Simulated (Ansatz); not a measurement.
A structure relaxed at PBE-D4/def2-SVPD in Ansatz, charge -1, doublet:

```xyz
10

Au    1.4305   -0.8426    1.5441
Au   -3.4842    0.0598    0.2630
Au    1.9004    0.3377   -1.0351
Au   -0.6713    0.1417    0.0059
H    -4.9517   -0.2743    0.8724
H     3.3476    0.4855   -1.7830
H     0.6056   -1.1103    2.9115
H    -2.1145    0.6493   -0.7458
H     1.3414    1.2894   -2.2080
H     2.5963   -0.7363    0.1751
```

(1) Give its formula.

(2) Summarise the bond lengths by kind (pairs closer than 1.2 times the sum of covalent radii, bridged metal pairs left out).

Answers

(1) H₆Au₄⁻.

(2) 2 × Au–Au 2.78 Å; 8 × Au–H 1.61 to 1.80 Å.

In the def2 sets Au takes a core potential; there is no spin–orbit coupling. Another isomer (doublet) lies 0.36 eV lower at PBE0-D4/def2-TZVPD; other spin states weren't run for this one.
